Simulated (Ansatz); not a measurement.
(GeF2)n off (charge -1): PBE-D4/def2-TZVPD single points in Ansatz on relaxed structures, gas phase. Each cluster is the lowest isomer that a short search found in that spin, judged at the geometry's level, and lower ones may exist. HOMO and LUMO are taken over both spins. Singlets are spin-restricted. The spins of the ions were chosen, not always searched. The structures are stationary points that may keep the symmetry of their start. Remarks come from the PBE and PBE0 runs and from stability tests at other levels; not every state was tested. A HOMO above zero means that the electron is unbound at that level and held by the basis, or that self-interaction error raises the level; the energy of removing that electron tells which.

```tsv
species	atoms	state	geometry	HOMO (eV)	vertical IE (eV)	lowest of the spins relaxed	point group (within 0.1 Å)	remarks
GeF2⁻	3	doublet; oxidised ion singlet	PBE-D4/def2-TZVPD	2.13	0.89	doublet, of doublet/quartet	C2v	HOMO above zero at PBE or PBE0, HOMO above zero (quartet)
GeF3⁻	4	singlet	r2SCAN-D4/def2-TZVPD	-0.77	4.04	singlet, of singlet/triplet	C3v	HOMO above zero (triplet), HOMO above zero (quintet)
Ge2F5⁻	7	singlet	PBE0-D4/def2-SVPD	-2.22	4.80	–	–	–
```

The vertical IE (eV) runs from 0.89 (GeF2⁻) to 4.80 (Ge2F5⁻).
